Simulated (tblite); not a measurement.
C7H9NO (charge +1 and doublet state).
Geometry (GFN2-xTB, Å), atoms numbered from 1 in this order:
```
atom  x, y, z in Å
C1    -2.910   -1.229    1.049
C2    -2.147   -0.764    0.238
C3    -1.228   -0.195   -0.696
C4    -0.595    1.164   -0.361
C5     0.803    0.611   -0.733
N6     1.810    0.776    0.301
C7     2.095   -0.145    1.210
O8     1.562   -1.227    1.348
C9     0.190   -0.780   -0.882
H10   -3.559   -1.651    1.762
H11   -1.726   -0.206   -1.677
H12   -0.696    1.444    0.686
H13   -0.925    1.991   -0.986
H14    1.212    1.015   -1.662
H15    2.320    1.649    0.297
H16    2.919    0.144    1.888
H17    0.461   -1.405   -0.003
H18    0.403   -1.334   -1.793
```

All values are computed: GFN2-xTB (tblite) harmonic vibrations without scaling, gas phase. Against measured fundamentals such values can be off by several per cent, at times by over 20. One conformer, not necessarily the lowest. Open shells enter through the occupations alone, without spin polarisation, and single modes of such species can be off by tens of per cent.

Harmonic wavenumbers (cm⁻¹): 36.9, 67.8, 164.0, 207.2, 274.4, 291.6, 384.3, 418.8, 455.7, 478.6, 574.1, 599.2, 660.3, 673.1, 732.2, 804.7, 829.0, 862.1, 884.2, 950.7, 997.6, 1016.2, 1048.6, 1060.5, 1073.2, 1092.0, 1111.7, 1178.7, 1186.0, 1201.7, 1233.2, 1254.4, 1260.0, 1281.3, 1330.9, 1394.6, 1413.6, 1681.8, 2193.0, 2674.9, 2785.0, 2854.8, 2954.2, 3010.2, 3029.0, 3031.9, 3356.8, 3417.3.

A = 2760, B = 1216, C = 991.3 MHz; mass 123.068 u (most abundant isotopes); point group C1, symmetry number 1; spin multiplicity 2.

Task: What is the zero-point energy?

Result: Half the sum of the wavenumbers: 30736 cm⁻¹ = 367.69 kJ/mol.

Task: Give the ideal-gas entropy at 500 K and 1 bar in the rigid-rotor, harmonic-oscillator model (classical rotation).

Result: Translation 179.63, rotation 127.61, vibration 181.96, spin (R ln 2) 5.76: S = 495.0 J/(mol K).

Task: And Cp and H(500 K) − H(0)?

Result: Cp = 229.67 J/(mol K), of which vibrations give 196.41 (their classical limit is 48 R = 399.1); H(500 K) − H(0) = 64.99 kJ/mol without the zero-point energy, 48.36 from vibrations.

Task: How do the functions run with temperature in this model?

Result: 
```
 T (K)  S (J/(mol K))  Cp (J/(mol K))  H − H(0) (kJ/mol)  G − H(0) (kJ/mol)  ln q(vib)
    50          249.2            49.7               2.06             -10.40       0.59
   100          288.7            66.5               4.95             -23.92       1.56
298.15          397.2           150.6              26.12             -92.30       5.66
373.15          434.6           183.3              38.66            -123.50       7.33
   750          600.8           291.2             130.76            -319.84      16.02
  1000          690.3           329.9             208.74            -481.52      21.50
```

q(vib) and H(0) count from the zero-point level.

Task: What must be added to the electronic energy to get the Gibbs energy at 500 K and 1 bar?

Result: ZPE + [H(500 K) − H(0)] − T·S = 367.69 + 64.99 − 247.48 = 185.20 kJ/mol.

Task: Which modes carry the vibrational entropy at 500 K?

Result: 36.9 cm⁻¹: 26.96; 67.8 cm⁻¹: 21.92; 164.0 cm⁻¹: 14.63; 207.2 cm⁻¹: 12.74; 274.4 cm⁻¹: 10.49; 291.6 cm⁻¹: 10.01 J/(mol K); the other 42 give 85.21 together.

Hindered rotation and anharmonicity are outside this model. Other conformers, if any are populated, would add a mixing term that is left out. The structure is chiral; the term R ln 2 for an equal mix with its mirror image is left out.
